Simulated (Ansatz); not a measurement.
Isolated molecules relaxed with PBE0-D4/def2-TZVP in Ansatz; ΔE leaves out vibrations. CCSD(T)/CBS is the MP2 limit (def2-TZVPP, def2-QZVPP) plus CCSD(T) − MP2 in def2-TZVPP, frozen cores. One conformer a species, not always the lowest.

`CC=C([SiH3])[SiH3]` → `[SiH3]CC1C[SiH2]1`  (isomerisation)

```json
{"level": "MP2/CBS(def2)", "ΔE (kcal/mol)": "11.4"}
{"level": "CCSD/CBS(def2)", "ΔE (kcal/mol)": "13.7"}
```

**Question.** What does CCSD(T)/CBS give? (An estimate is asked.)

**Answer.** The calculation gave: +13.5 kcal/mol. The listed levels differ from it by -2.1, 0.2 kcal/mol.

Largest T1 diagnostic among the species: 0.012.

In def2-TZVPP, CCSD(T) changes the Hartree–Fock value by −7.0 kcal/mol (the triples alone add −0.2 kcal/mol) and MP2 by −9.1 kcal/mol.
